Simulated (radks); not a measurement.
Effect of the nuclear size on neutral molybdenum, [Kr] 4d5 5s1. Calculated with a radial shooting solver on a logarithmic mesh with Libxc functionals: Dirac Kohn-Sham, BLYP, spin-unpolarised, spherical densities, finite nucleus; open shells are shared between the two j in proportion to 2j + 1; Fermi nuclear charge, rms radius 4.4091 fm. The rms radius is varied about that value; shifts are against it.

rms radius (fm),total energy shift (eV),density at nucleus (e/bohr^3),1s1/2 shift (meV),2s1/2 shift (meV),4s1/2 shift (meV),4p1/2 shift (meV),5s1/2 shift (meV)
3.9329,-0.304,9.203e+04,-128,-13.7,-0.398,0.033,-0.028
3.9682,-0.282,9.194e+04,-119,-12.8,-0.369,0.031,-0.026
4.4091,0,9.089e+04,0.000,0.000,0.000,0.000,0.000
4.6075,0.136,9.046e+04,57.3,6.14,0.178,-0.015,0.012
5.3879,0.721,8.894e+04,304,32.6,0.943,-0.078,0.065

Slopes of the eigenvalues against <r^2> in GHz/fm^2, as finite differences over the two radii next to the reference (eigenvalue slopes, not the field-shift constants of lines): 1s1/2 7790, 2s1/2 834, 4s1/2 24.1, 4p1/2 -2.00, 5s1/2 1.67.
